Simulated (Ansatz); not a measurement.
Input file for Ansatz (a program for electronic structure): U-wB97M-V/def2-TZVPP on AsP+, 2S+1 = 2, a spin state set in the input, which need not be the lowest, a point of a bond scan (R = 2.087 Å). Charge +1.

Ansatz 0.2 input:
```yaml
crystal:
  periodic: [false, false, false]
  atoms:
    - {symbol: P, position_ang: [0.00000000, 0.00000000, 0.00000000]}
    - {symbol: As, position_ang: [0.00000000, 0.00000000, 2.08689300]}
basis:
  gaussian:
    orbitals: def2-TZVPP
    pivot_positions_ang: [[0.00000000, 0.00000000, 0.00000000], [0.00000000, 0.00000000, 2.08689300]]
hamiltonian:
  xc: {name: wB97M-V}
total_charge: 1
magnetization: {spin_polarized: true, initial_magnetization: 1}
output: {forces: true, orbitals: {seedname: ./end}}
```

Output:

```
WARN ansatz: RAYON_NUM_THREADS=2 ignored (pool sized by the plan → 2); use --threads N
Functional definition: wB97M-V
integrals: 0.04 GiB planned
691 factors; their error is unknown
integrals: 0.07 GiB planned
144 factors; integrals over basis functions are off by at most 4.7e-6 eV
mean field: 0.59 GiB planned
mean field evaluation 1: about -70114.2596 eV, gradient 1.4e1 eV
mean field evaluation 2: about -70113.7151 eV, gradient 1.7e1 eV
mean field evaluation 4: about -70115.4232 eV, gradient 5.4e-1 eV
mean field evaluation 8: about -70115.5764 eV, gradient 7.1e-2 eV
mean field evaluation 16: about -70115.5794 eV, gradient 4.0e-3 eV
mean field evaluation 32: about -70115.9483 eV, gradient 1.5e0 eV
mean field -70116.31891687 eV, -2576.7271936471 hartree, gradient 1.8e-5 eV, S^2 0.752444; 5 other end points of the search recorded, 0 dependent functions left out
the calculation of the forces begins
reference -70116.31894712 eV, -2576.7271947589 hartree; 24, 23 occupied and 66, 67 virtual orbitals, 691 factors
Total energy: -70116.31894712 eV, -2576.7271947589 hartree
Atom 0 at     0.000000     0.000000     0.000000 Å, force    -0.000000     0.000000     0.687197 eV/Å
Atom 1 at     0.000000     0.000000     2.086893 Å, force    -0.000000    -0.000000    -0.687196 eV/Å
Dipole moment:     0.000000    -0.000000    -0.258504 e Å
```

The run converged.

Cost: about 30 core-seconds (a rough figure).
